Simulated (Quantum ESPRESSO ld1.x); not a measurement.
Species: the europium ion Eu+. Configuration: [Xe] 4f7 6s1. Method: non-relativistic Kohn-Sham, LDA (Slater exchange, Perdew-Wang correlation), spin-polarised, spherical densities, point nucleus; open shells are filled with parallel spins first; relativity is left out, which matters for an element this heavy; computed with ld1.x of Quantum ESPRESSO 7.5.

Unscreened Slater integrals over Kohn-Sham orbitals (cm^-1). They are taken over the spin-up orbitals.

integral    value
F0(6s,6s)   49633
F0(6s,4f)   64614
G3(6s,4f)  2242.2
F0(6s,5p)   61592
G1(6s,5p)  4465.3
F0(6s,5s)   62358
G0(6s,5s)  2652.1
F0(4f,4f)  230480
F2(4f,4f)  107390
F4(4f,4f)   66962
F6(4f,4f)   48058
F0(4f,5p)  143630
F2(4f,5p)   48771
G2(4f,5p)   25672
G4(4f,5p)   19687
F0(4f,5s)  157820
G3(4f,5s)   27887
F0(5p,5p)  119390
F2(5p,5p)   64046
F0(5p,5s)  126330
G1(5p,5s)   86141
F0(5s,5s)  134860

Derived for the open shells (J is the average intra-shell exchange parameter used in DFT+U). 4f: F4/F2 = 0.624, F6/F2 = 0.448, J = (286 F2 + 195 F4 + 250 F6)/6435 = 8669 cm^-1.
